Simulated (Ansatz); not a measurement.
Geometry optimisation, RKS BHLYP/6-31G* (Ansatz 0.2.0).

Input file:

```yaml
crystal:
  periodic: [false, false, false]
  atoms:
    - { symbol: Al, position_ang: [0.0, 0.0, 0.0] }
    - { symbol: O, position_ang: [0.0, 0.0, 1.78] }
    - { symbol: Si, position_ang: [-1.3147, -0.4067, 2.7436] }
    - { symbol: H, position_ang: [-2.239, -1.2403, 1.9804] }
    - { symbol: H, position_ang: [-0.8506, -1.1432, 3.9157] }
    - { symbol: H, position_ang: [-1.9987, 0.8095, 3.1733] }
    - { symbol: Cl, position_ang: [1.9312, 0.0, -1.115] }
    - { symbol: F, position_ang: [-1.4635, 0.0, -0.845] }
basis:
  gaussian: { orbitals: "6-31G*" }
hamiltonian:
  xc: { name: BHLYP }
relax:
  f_tol: 0.02
  max_steps: 40
output:
  orbitals: {}
```

Command:

```bash
$ ansatz run input.yaml --threads 1 --pin off --max-ram 2048MiB --backend cpu --events-out ev --progress --plain --runs-dir out
```

Q: Where does it end, and by what steps?

A: It converged. After 16 steps the energy has fallen by 0.541 eV; O2 moved furthest, 0.90 Å.

```
step  energy less start (eV)  largest force component (eV/Å)  accepted
   0                  0.0000                           2.251       yes
   1                 -0.3627                           1.164       yes
   2                 -0.4375                           0.442       yes
   3                 -0.4541                           0.298       yes
   4                 -0.4813                           0.351       yes
   5                 -0.5121                           0.254       yes
   6                 -0.5279                           0.135       yes
   7                 -0.5300                           0.190       yes
   8                 -0.5295                           0.274        no
   9                 -0.5347                           0.075       yes
  10                 -0.5360                           0.062       yes
  11                 -0.5275                           0.339        no
  12                 -0.5378                           0.059       yes
  13                 -0.5396                           0.049       yes
  14                 -0.5402                           0.102       yes
  15                 -0.5405                           0.086       yes
  16                 -0.5408                           0.005       yes
```

```xyz
8
Properties=species:S:1:pos:R:3
Al -0.075 0.011 -0.205
O -0.728 -0.223 1.306
Si -1.370 -0.457 2.792
H -2.505 -1.394 2.707
H -0.352 -1.019 3.700
H -1.844 0.829 3.337
Cl 1.980 0.070 -0.499
F -1.040 0.203 -1.505
```

Whether the end is a true minimum wasn't checked by a vibrational analysis.

The run took 68 s on 1 thread of Intel(R) Xeon(R) Platinum 8488C (Sapphire Rapids), with other jobs on the host, peak memory 0.21 GiB.
